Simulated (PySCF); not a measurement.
B(Br)(Me)(OH) (CH₄BBrO), SMILES BrB(C)O.

Geometry: PBE0-D3(BJ)/def2-SVP. One conformer was computed; it need not be the lowest.

All values below come from TDA-B3LYP/def2-SVPD (PySCF 2.14.0).

Vertical excitations. Gas-phase values at a fixed geometry. State labels are in the subgroup Cs.

Computed UV-visible absorptions:
```json
[
 {"state": "S1", "symmetry": "A\"", "energy (eV)": "6.43", "λ (nm)": "193", "f": "0.000", "main pairs": "HOMO→LUMO 100 %"},
 {"state": "S2", "symmetry": "A'", "energy (eV)": "6.93", "λ (nm)": "179", "f": "0.078", "main pairs": "HOMO→LUMO+1 84 %, HOMO−1→LUMO 15 %"},
 {"state": "S3", "symmetry": "A\"", "energy (eV)": "7.17", "λ (nm)": "173", "f": "0.033", "main pairs": "HOMO−1→LUMO+1 99 %"},
 {"state": "S4", "symmetry": "A'", "energy (eV)": "7.18", "λ (nm)": "173", "f": "0.088", "main pairs": "HOMO−1→LUMO 75 %, HOMO→LUMO+1 14 %"},
 {"state": "S5", "symmetry": "A\"", "energy (eV)": "7.45", "λ (nm)": "166", "f": "0.000", "main pairs": "HOMO−2→LUMO 98 %"},
 {"state": "S6", "symmetry": "A'", "energy (eV)": "7.72", "λ (nm)": "161", "f": "0.017", "main pairs": "HOMO→LUMO+2 85 %"},
 {"state": "S7", "symmetry": "A\"", "energy (eV)": "7.87", "λ (nm)": "158", "f": "0.015", "main pairs": "HOMO−1→LUMO+2 94 %"},
 {"state": "S8", "symmetry": "A'", "energy (eV)": "8.06", "λ (nm)": "154", "f": "0.053", "main pairs": "HOMO−2→LUMO+1 97 %"},
 {"state": "S9", "symmetry": "A'", "energy (eV)": "8.21", "λ (nm)": "151", "f": "0.009", "main pairs": "HOMO→LUMO+3 86 %"},
 {"state": "S10", "symmetry": "A\"", "energy (eV)": "8.44", "λ (nm)": "147", "f": "0.000", "main pairs": "HOMO−1→LUMO+3 95 %"},
 {"state": "T1", "symmetry": "A\"", "energy (eV)": "6.29", "λ (nm)": "197", "f": "0", "main pairs": "HOMO→LUMO 98 %"},
 {"state": "T2", "symmetry": "A'", "energy (eV)": "6.37", "λ (nm)": "195", "f": "0", "main pairs": "HOMO−1→LUMO 99 %"},
 {"state": "T3", "symmetry": "A'", "energy (eV)": "6.79", "λ (nm)": "183", "f": "0", "main pairs": "HOMO→LUMO+1 98 %"},
 {"state": "T4", "symmetry": "A\"", "energy (eV)": "6.98", "λ (nm)": "178", "f": "0", "main pairs": "HOMO−2→LUMO 92 %"}
]
```
Triplets are in the Tamm–Dancoff approximation.
